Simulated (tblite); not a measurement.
Compound: C₈H₉P.
Z-matrix (Å and degrees, GFN2-xTB geometry), rows numbered from 1:
```
C 
C   1  1.3263
C   2  1.4635  1  124.62
C   3  1.3953  2  118.69  1   -36.58
C   4  1.3752  3  124.98  2  -179.13
P   5  1.7327  4  124.94  3     0.20
C   6  1.7328  5   99.42  4    -0.31
C   7  1.3809  6  127.22  5     0.10
C   8  1.5028  3  119.56  2    -1.99
H   1  1.0775  2  122.11  3    -2.15
H   1  1.0767  2  121.75  3   179.27
H   2  1.0821  1  119.39  3   179.78
H   4  1.0828  3  117.06  2    -0.50
H   5  1.0832  4  118.36  3   179.67
H   7  1.0844  6  115.33  5  -179.54
H   9  1.0886  8  110.70  3   -48.94
H   9  1.0873  8  110.67  3  -169.48
H   9  1.0906  8  110.42  3    70.85
```

Computed with GFN2-xTB (tblite): harmonic, unscaled wavenumbers at the GFN2-xTB geometry, gas phase. Against measured fundamentals such values can be off by several per cent, at times by over 20. One conformer, not necessarily the lowest.

Harmonic wavenumbers (cm⁻¹): 85.7, 112.3, 169.7, 189.3, 238.4, 324.8, 334.6, 393.9, 399.4, 458.3, 502.3, 594.5, 675.2, 689.7, 736.6, 791.5, 829.9, 851.9, 891.4, 912.9, 925.7, 1013.9, 1021.0, 1023.2, 1032.7, 1108.8, 1193.5, 1230.7, 1265.2, 1297.8, 1357.5, 1400.3, 1404.7, 1419.2, 1478.4, 1485.0, 1489.3, 1552.1, 1676.0, 2994.0, 3022.2, 3026.9, 3036.3, 3042.0, 3051.4, 3055.9, 3102.5, 3126.5.

A = 2405, B = 1122, C = 778.1 MHz; mass 136.044 u (most abundant isotopes); point group C1, symmetry number 1.

Problem. Zero-point energy?

Solution. ½Σν̃ = 31008 cm⁻¹ = 88.66 kcal/mol.

Problem. Give the ideal-gas entropy at 298.15 K and 1 bar in the rigid-rotor, harmonic-oscillator model (classical rotation).

Solution. Translation 40.66, rotation 29.42, vibration 22.39: S = 92.5 cal/(mol K).

Problem. And Cp and H(298.15 K) − H(0)?

Solution. Cp = 36.13 cal/(mol K), of which vibrations give 28.18 (their classical limit is 48 R = 95.4); H(298.15 K) − H(0) = 6.25 kcal/mol without the zero-point energy, 3.88 from vibrations.

Problem. What must be added to the electronic energy to get the Gibbs energy at 298.15 K and 1 bar?

Solution. ZPE + [H(298.15 K) − H(0)] − T·S = 88.66 + 6.25 − 27.57 = 67.34 kcal/mol.

Problem. Blend soft modes into free rotors: weight 1/[1 + (100 cm⁻¹/ν̃)⁴] for the oscillator and the rest for a rotor with moment μB/(μ + B), μ = h/(8π²ν), B = 10⁻⁴⁴ kg m². What vibrational entropy results?

Solution. 21.72 cal/(mol K) in place of 22.39, which changes −T·S at 298.15 K by +0.20 kcal/mol.

Hindered rotation and anharmonicity are outside this model. Other conformers, if any are populated, would add a mixing term that is left out. The structure is chiral; the term R ln 2 for an equal mix with its mirror image is left out.
